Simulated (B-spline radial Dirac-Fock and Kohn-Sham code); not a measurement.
Run log: Ho²⁺

ΔSCF core binding energies without Breit or QED terms, calculated with a radial finite-basis atomic code. Keys: rel is the Hamiltonian (dirac, or spin-free x2c and nr, where L3 and M5 stand for the whole 2p and 3d shells), method is hf or an exchange,correlation pair (spin-unpolarised, also for the hole states), nuc the nuclear model, radius_factor scales its radius, rmax is the box in bohr, h the logarithmic mesh step, order the B-spline order, points the quadrature points per cell, c_factor scales the speed of light, and damp, ndamp, maxit and tol steer the iteration. The run stops when the commutator error falls below 10·tol·max(1, Z/10), or the numerical noise floor, and the energy has settled to about 1e-8 Ha; the virial ratio is −V/T.

Input (task.json):

```json
{"items": [{"Z": 67, "q": 2, "cfg": [[1, 0, 2], [2, 0, 2], [2, 1, 6], [3, 0, 2], [3, 1, 6], [3, 2, 10], [4, 0, 2], [4, 1, 6], [4, 2, 10], [4, 3, 11], [5, 0, 2], [5, 1, 6]], "A": 165, "rrms": 5.2022, "do": "settings", "holes": ["K", "L3", "M5"],
  "settings": [{"rel": "dirac", "method": "hf", "nuc": "fermi", "radius_factor": 1.0, "rmax": 45.0, "h": 0.3, "order": 8, "points": 10, "c_factor": 1.0, "maxit": 60, "damp": 0.5, "ndamp": 3, "tol": 1e-08, "cfg": "1s2 2s2 2p6 3s2 3p6 3d10 4s2 4p6 4d10 4f11 5s2 5p7"}]}]}
```

Command: `python xray2_run.py task.json out`

The program stops without a result: overfilled shell.

Problem. One setting is unsound. Which, and why?

Solution. cfg puts more electrons in a shell than it can hold. With the default settings (Dirac Hartree-Fock): The ground state converged in 11 iterations, with total energy -12620.79313 Ha, virial ratio 1.90915 and highest orbital energy -26.60 eV. ΔSCF binding energies: K (1s) 55882.9 eV, L3 (2p3/2) 8107.0 eV, M5 (3d5/2) 1370.3 eV.
